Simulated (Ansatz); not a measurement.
# From SiF4 to SiCl4: predicting a member

On one Si centre, n of the F ligands are replaced by Cl. The atomisation energy (no zero-point term) y in kJ/mol at CCSD(T)/CBS estimate. Shapes, held fixed at every level: PBE0-D4/def2-TZVP. Programs: Ansatz 0.2.0.

```
molecule  n  y (kJ/mol)
    SiF4  0        2404
 SiCl2F2  2           ?
  SiCl3F  3        1813
   SiCl4  4        1620
```

Task: Fit y = c + s·n to the known rows and predict SiCl2F2.

Result: 
1. Means of the 3 rows: n = 2.33333, y = 1945.7.
2. Σ(Δn)² = 8.6667, Σ(Δn·Δy) = -1700.7, so the slope is -1700.7/8.6667 = -196.23.
3. Intercept: 1945.7 − (-196.23) × 2.33333 = 2403.6. The largest residual of the fit is 1.9.
4. SiCl2F2: 2403.6 + (-196.23) × 2 = 2011 kJ/mol.

The run gave 2008 kJ/mol, so the prediction is off by +3 kJ/mol, about the scatter of the fit. The steps are nearly additive. The slope is the difference between a Si–Cl and a Si–F bond. Other levels give for SiCl2F2: HF/def2-SVP 1412; BHLYP-D4/def2-TZVPP 1889; MP2/def2-SVP 1888 kJ/mol. Spin-orbit coupling of the free atoms (F 2, Cl 4 kJ/mol each; the atoms kept shift only the intercept) is left out. The CBS estimate extrapolates MP2 from def2-TZVPP and def2-QZVPP and adds CCSD(T) − MP2 in the triple-zeta set, cores frozen.
